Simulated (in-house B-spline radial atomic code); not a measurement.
# Pt III (Pt2+): [Ar] 3d10 4s2 (4p1/2)2 (4p3/2)3 4d10 4f14 5s2 5p6 5d9 (with a hole in an inner shell)

Level of theory: Dirac-Hartree-Fock, average of the jj configuration, Fermi nucleus of rms radius 5.427 fm; calculated with a B-spline radial code for spherical atoms.

Effective charges: Z_r = [3n² - l(l+1)]/(2<r>) from the radius, Z_e = n√(-2ε) from the energy, and Slater's rules. Values are occupation-weighted means over j. An effective charge above Z reflects the relativistic contraction of the inner shells.

```
shell  electrons   ε (eV)  <r> (bohr)    Z_r    Z_e  Slater
   1s          2   -78955     0.01715  87.46  76.18   77.70
   2s          2   -14048     0.07165  83.74  64.26   73.85
   2p          6   -12283     0.06473  77.25  60.09   73.85
   3s          2  -3394.8      0.1862  72.51  47.39   66.75
   3p          6  -2864.9       0.187  66.84  43.53   66.75
   3d         10  -2240.1      0.1705  61.59  38.49   56.85
   4s          2  -788.04      0.4139  57.98  30.44   50.60
   4p          5  -619.14      0.4374  52.59  26.98   50.60
   4d         10  -378.84       0.465  45.16  21.11   39.85
   5s          2  -146.24      0.9547  39.28  16.39   21.20
   4f         14  -124.78      0.5024  35.83  12.11   28.45
   5p          6  -95.445       1.087  33.59  13.24   21.20
   5d          9  -33.503       1.489  23.17   7.85    8.20
```

The least bound orbital is 5d5/2 at -32.78 eV, and it is also the most diffuse (<r> = 1.511 bohr). The part-filled 4p shell lies below the filled 5p shell in orbital energy.

For the 1s electron the small component carries 8.75 % of the norm, the zero-frequency Breit interaction raises the level by 289.8 eV, self-energy by 184.7 eV, and vacuum polarisation lowers it by 37.09 eV.
